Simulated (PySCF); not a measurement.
## Frontier orbitals and the lowest excitations

Compound: C3H7GaN2O.
Numbering: `[CH3:1][C:2]#[N+:3][GaH2-:4][NH:5][CH:6]=[O:7]` (hydrogens: H8, H9, H10 on C1; H11, H12 on Ga4; H13 on N5; H14 on C6)

Structure used (PBE0-D3(BJ)/def2-SVP), in Å, numbered top down from 1:
```xyz
14
C3H7GaN2O angstrom
C      3.4578   -0.2261    0.6641
C      2.0398   -0.0001    0.4685
N      0.9129    0.1857    0.3084
Ga    -1.2550    0.9692   -0.1915
N     -2.0034   -0.7426    0.4584
C     -3.2590   -0.4208    0.2214
O     -3.4850    0.7035   -0.2695
H      3.7771   -1.1168    0.1041
H      4.0257    0.6440    0.3052
H      3.6715   -0.3771    1.7317
H     -1.1258    2.1019    0.8824
H     -0.9098    1.0261   -1.7181
H     -1.7618   -1.6392    0.8608
H     -4.0889   -1.1229    0.4487
```

Method: TDDFT CAM-B3LYP/def2-SVPD, vertical, gas phase, core orbitals frozen in the response (PySCF). Relativistic effects, spin–orbit coupling among them, are left out although an element past zinc is present.

Frontier orbitals with the atoms that hold most of them (Löwdin shares over 4%, at most four atoms; ? is withheld):

```json
{"orbital": "LUMO+2", "ε (eV)": "0.97", "atoms": "N3 34%, C2 31%, C1 15%, H10 7%"}
{"orbital": "LUMO+1", "ε (eV)": "0.87", "atoms": "N3 31%, C2 29%, C1 14%, H9 10%"}
{"orbital": "LUMO", "ε (eV)": "?", "atoms": "?"}
{"orbital": "HOMO", "ε (eV)": "-8.50", "atoms": "?"}
{"orbital": "HOMO-1", "ε (eV)": "-8.98", "atoms": "O7 49%, Ga4 13%, C6 10%, H12 7%"}
{"orbital": "HOMO-2", "ε (eV)": "-9.03", "atoms": "Ga4 28%, H11 20%, H12 18%, O7 16%"}
{"orbital": "HOMO-3", "ε (eV)": "-10.37", "atoms": "N5 31%, O7 26%, Ga4 17%, H12 6%"}
```

Problem. Give the leading atoms of the LUMO.

Solution. C1 (bonded to C and 3 H) 35%; C2 (bonded to C and N) 22%; Ga4 (bonded to 2 N and 2 H) 10%; H8 (bonded to C) 10%. By element: carbon 57% or more, gallium 10%, hydrogen 10% or more.

Problem. Which atoms hold the HOMO, and with what shares?

Solution. N5 (bonded to C, Ga and H) 37%; O7 (bonded to C) 23%; Ga4 (bonded to 2 N and 2 H) 12%; C6 (bonded to N, O and H) 9%.

Problem. What is the LUMO energy, and the HOMO–LUMO gap?

Solution. ε(LUMO) = 0.43 eV; the gap is 8.93 eV (0.3283 hartree).

Problem. How does S1 compare with the orbital gap of 8.93 eV?

Solution. S1 is at 6.31 eV (f = 0.0002), 2.62 eV below the gap, made of HOMO-1→LUMO+4 (87%). Without the coupling terms of the response equations the lowest excitation would equal the gap.

Next come S2 at 6.76 eV (f 0.0029), HOMO→LUMO+1 (45%), HOMO→LUMO+3 (20%), HOMO→LUMO (18%); S3 at 6.90 eV (f 0.029), HOMO→LUMO+4 (55%), HOMO→LUMO+2 (26%); S4 at 6.97 eV (f 0.0040), HOMO-2→LUMO+1 (27%), HOMO→LUMO+1 (24%), HOMO→LUMO (20%); S5 at 7.14 eV (f 0.050), HOMO→LUMO (30%), HOMO→LUMO+5 (24%), HOMO-2→LUMO (20%).

Löwdin shares depend on the basis, the more so with diffuse functions.

Hardware: Arm Neoverse V2, one thread, shared host with 32 logical CPUs at a one-minute load of 17. Cost: 4.0 min of wall time, 1.1 GiB resident at most.

One conformer stands for the species.
